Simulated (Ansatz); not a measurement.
```yaml
crystal:
  periodic: [false, false, false]
  atoms:
    - {symbol: O, position_ang: [-0.447703, -1.912582, -2.270933]}
    - {symbol: Si, position_ang: [0.397685, -0.710917, -3.000165]}
    - {symbol: O, position_ang: [1.933241, -1.246225, -3.047234]}
    - {symbol: O, position_ang: [-0.160168, -0.409391, -4.492774]}
    - {symbol: O, position_ang: [0.225836, 0.661366, -2.132924]}
    - {symbol: Sn, position_ang: [0.783743, 1.145745, -0.356451]}
    - {symbol: F, position_ang: [2.377261, 2.137532, -0.606848]}
    - {symbol: O, position_ang: [-0.484194, 2.267013, 0.552658]}
    - {symbol: Si, position_ang: [-0.851954, 2.147069, 2.148572]}
    - {symbol: O, position_ang: [-1.774270, 3.404117, 2.579472]}
    - {symbol: O, position_ang: [0.493522, 2.128969, 3.067045]}
    - {symbol: O, position_ang: [-1.671783, 0.756266, 2.422634]}
    - {symbol: O, position_ang: [1.217743, -0.333436, 0.819293]}
    - {symbol: Si, position_ang: [0.096957, -1.516992, 1.025012]}
    - {symbol: O, position_ang: [-1.243044, -1.017838, 0.214880]}
    - {symbol: O, position_ang: [-0.198038, -1.755801, 2.596361]}
    - {symbol: O, position_ang: [0.588166, -2.906603, 0.320364]}
    - {symbol: H, position_ang: [0.070778, -2.615257, -1.861063]}
    - {symbol: H, position_ang: [2.553685, -0.801349, -3.625975]}
    - {symbol: H, position_ang: [-0.736433, 0.347270, -4.605600]}
    - {symbol: H, position_ang: [-1.400935, 4.283401, 2.511137]}
    - {symbol: H, position_ang: [1.048368, 1.346563, 3.045510]}
    - {symbol: H, position_ang: [-2.134756, 0.379593, 1.666072]}
    - {symbol: H, position_ang: [-1.307116, -1.353229, -0.696695]}
    - {symbol: H, position_ang: [-0.693520, -1.038108, 3.012466]}
    - {symbol: H, position_ang: [1.316941, -3.387184, 0.715217]}
basis:
  gaussian: {orbitals: def2-mTZVP, fitting: {mean_field: cc-pVTZ-jkfit}}
hamiltonian: {xc: {name: BLYP}}
output: {forces: true}
```

```sh
$ ansatz run in.yaml --threads 6 --pin off --events-out ev --progress --plain --max-ram 174080MiB --backend cuda --devices 0, --max-vram 75GiB
```

Task: How does Ansatz answer? (Estimate.)

Result: Ansatz gave: The input was rejected before any iteration.
```
Functional definition: BLYP
Error: <dir> the basis set cc-pVTZ-JKFIT has no functions for Sn
```
